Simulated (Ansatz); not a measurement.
C2H11AlAsNSiZn at its PBE0-D4/def2-TZVP geometry, where that method's forces vanish. The species carries charge 0 and has multiplicity 1. The bonds changed during the relaxation, so this is another structure than the one it started from.

| atom | x (Å) | y (Å) | z (Å) |
| --- | --- | --- | --- |
| C1 | 2.5033 | 0.8703 | -0.1706 |
| As2 | 1.5505 | -0.6410 | 0.6766 |
| Si3 | 0.1093 | 0.7633 | 2.0141 |
| Al4 | -0.8663 | 1.1131 | -0.2037 |
| C5 | 0.0105 | -0.6774 | -0.6267 |
| N6 | -0.9673 | -1.7397 | -0.2296 |
| Zn7 | -2.5949 | -0.9184 | -1.2005 |
| H8 | 1.8550 | 1.7196 | -0.4000 |
| H9 | 3.2865 | 1.2038 | 0.5105 |
| H10 | 2.9656 | 0.5175 | -1.0934 |
| H11 | -0.6162 | -0.1323 | 2.9720 |
| H12 | 0.8793 | 1.7330 | 2.8448 |
| H13 | -0.7592 | 2.4127 | -1.1146 |
| H14 | -2.5368 | 0.5410 | -0.3080 |
| H15 | 0.3774 | -0.9233 | -1.6256 |
| H16 | -1.1210 | -1.7119 | 0.7754 |
| H17 | -0.6358 | -2.6764 | -0.4407 |
| H18 | -3.4400 | -1.4538 | -2.3800 |

Problem. For each bond, give half the difference of the two atoms' forces along it (eV/Å; positive pushes the atoms apart) under PBE-D4, r2SCAN-D4, B3LYP-D4, ωB97M-V in def2-TZVPP. (Best estimate.)

Solution. Ansatz gave: 
```
   bond  length (Å)  PBE-D4  r2SCAN-D4  B3LYP-D4  ωB97M-V
 C1–As2       1.977    0.17       0.11      0.26     0.03
  C1–H8       1.093    0.08      -0.04     -0.10    -0.04
 C1–H10       1.091    0.09      -0.04     -0.09    -0.05
 As2–C5       2.018    0.20       0.13      0.18    -0.07
Si3–Al4       2.448   -0.04       0.04      0.14     0.07
Si3–H11       1.499    0.09      -0.02     -0.10    -0.08
 Al4–C5       2.038   -0.01      -0.04      0.06    -0.01
Al4–Zn7       2.848    0.07       0.01      0.12     0.09
Al4–H14       1.769    0.04       0.00     -0.04     0.04
  C5–N6       1.497    0.05       0.23      0.25     0.33
 C5–H15       1.092    0.08      -0.06     -0.17    -0.10
 N6–Zn7       2.065   -0.01      -0.03      0.15     0.06
 N6–H16       1.017    0.22       0.01     -0.08    -0.07
Zn7–H14       1.712   -0.02      -0.06      0.02     0.02
```

B3LYP here is the variant with VWN-RPA as its local correlation; programs differ in this.
